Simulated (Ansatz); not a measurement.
HgMe2 (C2H6Hg), relaxed as a singlet with RKS PBE0-D4/def2-TZVP in Ansatz, starting from the GFN2-xTB geometry. Force threshold 0.02 eV/Å.

In the def2 sets Hg takes a core potential; there is no spin–orbit coupling.

Start:

```xyz
9

Hg    0.011    0.000    0.004
C    -0.102   -2.299    0.465
H     0.153   -2.495    1.507
H     0.593   -2.852   -0.168
H    -1.109   -2.676    0.281
C     0.103    2.299   -0.465
H    -0.655    2.836    0.106
H    -0.074    2.479   -1.526
H     1.081    2.706   -0.205
```

```csv
step,energy (eV),largest force component (eV/Å),SCF passes
1,-6345.6514,1.352,15
2,-6346.2630,0.473,18
3,-6346.3011,0.308,19
4,-6346.3081,0.041,20
5,-6346.3084,0.003,20
```

Force components are those of the run's own axes.

End:

Cartesian coordinates in Å:
```
Hg 0.000 0.000 0.000
C -0.091 -2.052 0.415
H 0.167 -2.243 1.458
H 0.606 -2.602 -0.220
H -1.098 -2.434 0.234
C 0.091 2.052 -0.415
H -0.666 2.592 0.157
H -0.082 2.236 -1.477
H 1.072 2.452 -0.152
```

By distances, no bond broke or formed. The bond that changes most is Hg1–C2, from 2.35 to 2.10 Å (atoms count from 1).

No frequencies were taken in this run, so the end may be a saddle point.

It took 13 s on 2 threads of Intel Xeon Platinum 8375C on a shared host.
